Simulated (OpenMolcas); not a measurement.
# Ionisation energies of gallium

| Property | Result |
| --- | --- |
| Program | OpenMolcas 26.06 |
| Basis | ANO-RCC-VDZP [5s4p2d] |
| Scalar Hamiltonian | DKH2, point nucleus |
| Spin-orbit coupling | RASSI with atomic mean-field integrals over the reference wave functions, term energies averaged over their components |

Active shells in each charge state: the valence s, p shells, with orbitals averaged over the low states. Where CASPT2's correlated closed shells are named, they are those of the first ion.

A. CASSCF
B. SS-CASPT2, IPEA 0.25 Eh, imaginary shift 0.1 Eh (closed shells correlated: 3d)
C. SS-CASPT2, IPEA 0.25 Eh, imaginary shift 0.1 Eh (closed shells correlated: none)
D. SS-CASPT2, IPEA 0 Eh, imaginary shift 0.1 Eh (closed shells correlated: 3d)
E. SS-CASPT2, IPEA 0.25 Eh, imaginary shift 0.1 Eh (closed shells correlated: 3s 3p 3d)

Energies in eV between the lowest computed levels (charge -1 gives the electron affinity), named as in B; reference values from the NIST Atomic Spectra Database with their kind.

```tsv
From	To	A	B	C	D	E	Spin-orbit share in B	Reference
Ga- 4s2 4p2 3P0	Ga 4s2 4p 2P* 1/2	-1.078	-0.969	-0.979	-0.955	-0.962	-0.024	
Ga 4s2 4p 2P* 1/2	Ga+ 4s2 1S0	5.024	5.363	5.311	5.388	5.356	+0.064	5.999 (measured)
Ga+ 4s2 1S0	Ga2+ 4s 2S 1/2	19.734	19.987	19.761	19.987	19.964	+0.000	20.515 (measured)
Ga2+ 4s 2S 1/2	Ga3+ 3d10 1S0	29.725	30.001	29.725	30.010	29.977	+0.000	30.726 (measured)
```

Error against the reference values, in %:

| From | Reference | A | B | C | D | E |
| --- | --- | --- | --- | --- | --- | --- |
| Ga | measured | -16.3 | -10.6 | -11.5 | -10.2 | -10.7 |
| Ga+ | measured | -3.8 | -2.6 | -3.7 | -2.6 | -2.7 |
| Ga2+ | measured | -3.3 | -2.4 | -3.3 | -2.3 | -2.4 |

Mean absolute error over the 3 measured values: A 0.92 eV, B 0.63 eV, C 0.81 eV, D 0.62 eV, E 0.65 eV.

No diffuse functions were added, so the electron affinity comes out too small, and without dynamic correlation a bound anion can come out unbound.

* marks odd parity.
